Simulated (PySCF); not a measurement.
Compound: C7H8FN.
Cartesian coordinates in Å at the GFN2-xTB level; atoms count from 1:
```xyz
17
C7H8FN angstrom
N     -2.7644    0.3196   -0.0372
C     -1.7567   -0.7133    0.0465
C     -0.3198   -0.2685    0.2312
C      0.0743    1.0611    0.2651
C      1.4054    1.4108    0.4252
C      2.3739    0.4327    0.5566
C      2.0100   -0.9034    0.5312
C      0.6785   -1.2273    0.3704
F      0.3282   -2.5348    0.3458
H     -2.7723    0.8850    0.8046
H     -2.5925    0.9285   -0.8297
H     -2.0247   -1.3755    0.8773
H     -1.8161   -1.3118   -0.8698
H     -0.6664    1.8417    0.1646
H      1.6836    2.4536    0.4457
H      3.4111    0.7036    0.6788
H      2.7410   -1.6898    0.6333
```

Method: CAM-B3LYP/def2-SVPD in PySCF (dipole) on a GFN2-xTB geometry, gas phase.

Masses are those of the commonest isotopes; rigid-rotor values at the optimised geometry. The values belong to one conformer with, in the numbering `[NH2:1][CH2:2][c:3]1[cH:4][cH:5][cH:6][cH:7][c:8]1[F:9]`, H–N1–C2–C3 -60° and 61°, N1–C2–C3–C4 -3°.

**Question.** Give the principal moments of inertia and the rotational constants in MHz.

**Answer.** Ia = 203.82, Ib = 342.07, Ic = 540.00 u·Å²; 505379 MHz·u·Å²/I gives A = 2480, B = 1477, C = 935.9 MHz.

**Question.** What kind of rotor is it?

**Answer.** An asymmetric top. Ray's parameter κ = (2B − A − C)/(A − C) = -0.298; −1 is the prolate and +1 the oblate limit.

**Question.** What does the inertial defect say?

**Answer.** Not planar: Δ = Ic − Ia − Ib = -5.89 u·Å². For a rigid frame Δ = −2 Σ m c², so Σ m c² = 2.95 u·Å² lies off the ab plane: 2.93 from hydrogen and 0.02 from heavier atoms. The atom farthest from that plane is 0.93 Å away.

**Question.** Which types of transition are allowed, and where do some lines up to J = 4 fall?

**Answer.** The dipole components are |μa| = 1.18 D, |μb| = 1.96 D, |μc| = 0.00 D. Intensities carry the squares of the components, which stand as 0.36 : 1.00 : 0.00 (a : b : c). Some lines, for components of 0.1 D or more:

| type | branch | J(Ka,Kc) | MHz | lower level (cm⁻¹) |
| --- | --- | --- | --- | --- |
| a | Q | 1(1,0) ← 1(1,1) | 542 | 0.114 |
| a | Q | 3(1,2) ← 3(1,3) | 3215 | 0.468 |
| b | Q | 4(2,2) ← 4(1,3) | 3456 | 0.919 |
| b | Q | 3(1,2) ← 3(0,3) | 3523 | 0.458 |
| a | R | 2(1,2) ← 1(1,1) | 4285 | 0.114 |
| b | R | 2(1,2) ← 1(0,1) | 5287 | 0.080 |
| b | Q | 3(2,2) ← 3(1,3) | 5536 | 0.468 |
| b | R | 3(0,3) ← 2(1,2) | 6027 | 0.257 |
| b | Q | 4(2,3) ← 4(1,4) | 6742 | 0.745 |
| b | R | 4(1,3) ← 3(2,2) | 7968 | 0.653 |
| a | R | 4(1,4) ← 3(1,3) | 8314 | 0.468 |
| b | R | 2(2,1) ← 1(1,0) | 8374 | 0.132 |
| b | Q | 4(4,0) ← 4(3,1) | 8475 | 1.206 |
| a | R | 4(2,2) ← 3(2,1) | 10671 | 0.678 |
| b | R | 3(2,1) ← 2(1,2) | 12623 | 0.257 |
| b | R | 4(4,0) ← 3(3,1) | 18610 | 0.868 |

Not checked by GFN2-xTB frequencies. Zero-point vibration and centrifugal distortion are left out. A rigid rotor knows nothing of inversion at nitrogen, which can split or shift real lines. Quadrupole hyperfine structure (14N) is left out.
